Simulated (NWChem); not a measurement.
Correlation energy of HFSi

```
Si
F 1 1.6354
H 1 1.5468 2 96.80
```
Charge 0, spin multiplicity 1.

Program: NWChem. All single points use one geometry, from PBE0/def2-SVP, a minimum by its harmonic frequencies.

Basis set: def2-SVP. Each correlation energy counts from its own Hartree-Fock reference.

```tsv
method	correlation energy (mHa)	difference from CCSD(T)
CCSD(T)	-293.9	0.0
CR-CCSD(T)	-293.0	+0.9
MP2	-267.8	+26.1
CCSD+T(CCSD)	-294.7	-0.9
SCS-MP2	-265.8	+28.1
CCSDT	-294.4	-0.6
CR-CCSD[T]	-293.7	+0.2
CCSD	-288.6	+5.2
```

The values span 29.0 mHa, from CCSD+T(CCSD) (lowest) to SCS-MP2 (highest). 

The correlated methods keep 6 core orbitals frozen. The structure started from a generated list of species. Differences from the coupled-cluster row are differences between methods, not errors against experiment.
